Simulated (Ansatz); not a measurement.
Isolated molecules relaxed with PBE0-D4/def2-TZVP in Ansatz; ΔE leaves out vibrations. CBS: MP2 limit from def2 TZ/QZ plus the TZ coupled-cluster correction, frozen cores. For Br outer-core shells are correlated without core-valence functions, which leaves a few kJ/mol of doubt a bond. Scalar relativity is left out up to krypton. Each species was taken in one conformer, which may not be the lowest.

Reaction (ligand exchange at the Si–Br bond): `Br[SiH]1CO1` + `[SiH3]S` → `[SiH3]S[SiH]1CO1` + HBr

| species | HF/CBS(def2) energy (Eh) |
| --- | --- |
| `Br[SiH]1CO1` | -2975.98410 |
| `[SiH3]S` | -688.86195 |
| `[SiH3]S[SiH]1CO1` | -1091.77317 |
| HBr | -2573.05821 |

Task: Work out ΔE.

Result: ΔE = (-1091.77317) + (-2573.05821) − (-2975.98410) − (-688.86195) = 0.01467 Eh = +9.2 kcal/mol. CCSD(T)/CBS gives +6.2 kcal/mol.

Largest T1 diagnostic among the species: 0.013.

In def2-TZVPP, CCSD(T) changes the Hartree–Fock value by −3.3 kcal/mol (the triples alone add −0.6 kcal/mol) and MP2 by −3.4 kcal/mol. The D4 term adds −1.7 kcal/mol with B3LYP and −1.0 kcal/mol with PBE0; it sums over pairs of atoms, weighted by their polarisabilities, and B3LYP, whose exchange is more repulsive, gets the larger term.

B3LYP here is the variant with VWN-RPA as its local correlation; programs differ in this.
